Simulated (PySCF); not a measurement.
Compound: C5H15NSi2.
Atom-mapped SMILES: `[CH3:1][CH2:2][CH2:3][Si@H:4]1[CH2:5][CH2:6][SiH2:7][NH:8]1`

Structure used (PBE0-D3(BJ)/def2-SVP), in Å, numbered top down from 1:
```
atom  x, y, z in Å
C1    -3.3867   -0.4446   -0.4867
C2    -2.0171   -0.6066    0.1559
C3    -0.9594    0.3409   -0.4105
Si4    0.7288    0.1727    0.4024
C5     1.5594   -1.4993    0.0791
C6     3.0868   -1.2928    0.0353
Si7    3.4290    0.3948   -0.7521
N8     1.9462    1.2026   -0.3162
H9    -3.7724    0.5779   -0.3452
H10   -3.3412   -0.6308   -1.5717
H11   -4.1232   -1.1421   -0.0580
H12   -2.1041   -0.4515    1.2460
H13   -1.6791   -1.6511    0.0340
H14   -0.8331    0.1774   -1.4957
H15   -1.2962    1.3885   -0.3017
H16    0.5536    0.4340    1.8733
H17    1.2686   -2.2674    0.8143
H18    1.1948   -1.8548   -0.9010
H19    3.6061   -2.1170   -0.4802
H20    3.4958   -1.2598    1.0599
H21    4.6439    1.0663   -0.1875
H22    3.6381    0.3076   -2.2362
H23    1.8233    2.2037   -0.4163
```

The computed photoelectron lines, unassigned: C 1s: 289.75 (area 1), 289.89 (area 1), 289.97 (area 1), 290.45 (area 1), 290.52 (area 1) eV; N 1s: 403.67 eV; Si 1s: 1846.00 (area 1), 1846.29 (area 1) eV; Si 2p3/2: 106.13 (area 1), 106.44 (area 1) eV.

Method: delta-SCF UKS SCAN, pcX-2 on the ionised atom, pcseg-1 elsewhere, spin-free X2C (PySCF 2.14.0). Geometry: PBE0-D3(BJ)/def2-SVP, one conformer, isolated molecule.

**Question.** Assign the Si 1s lines to atoms.

**Answer.** 1846.00 eV: Si4 (SiH silicon); 1846.29 eV: Si7 (SiH2 silicon). Lowest listed Si 1s: Si4, bonded to N, 2 C and H. Highest, 0.29 eV above it: Si7, bonded to N, C and 2 H.

**Question.** Order the silicon atoms by Si 2p3/2 binding energy.

**Answer.** 106.13 eV: Si4 (SiH silicon); 106.44 eV: Si7 (SiH2 silicon). Lowest listed Si 2p3/2: Si4, bonded to N, 2 C and H. Highest, 0.31 eV above it: Si7, bonded to N, C and 2 H. Summing the Pauling electronegativity differences to the bonded atoms, each weighted by its formal bond order, gives +2.74 for the lowest site and +2.39 for the highest; the largest sum, +2.74, belongs to Si4, 0.31 eV below the top. The smallest sum, +2.39, belongs to Si7, 0.31 eV above the lowest.

Bonded neighbours of each site: C1: C and 3 H; C2: 2 C and 2 H; C3: C, 2 H and Si; Si4: N, 2 C and H; C5: C, 2 H and Si; C6: C, 2 H and Si; Si7: N, C and 2 H; N8: H and 2 Si.

**Question.** Which photon energy gives electrons from C 1s of C6 a kinetic energy of 100 eV, and what is their de Broglie wavelength?

**Answer.** hν = 289.97 + 100 = 389.97 eV, recoil neglected; λ = 12.264 Å/√(E/eV) = 1.23 Å.

Spin–orbit coupling isn't in the SCF: each 2p doublet comes from a relaxed spin-free hole plus a matrix of the shell (mean-field spin–orbit coupling and the ground-state 2p splitting), with 2p3/2 averaged over its two sublevels. 2p1/2 minus 2p3/2 (ligand field included): Si 0.62 eV.
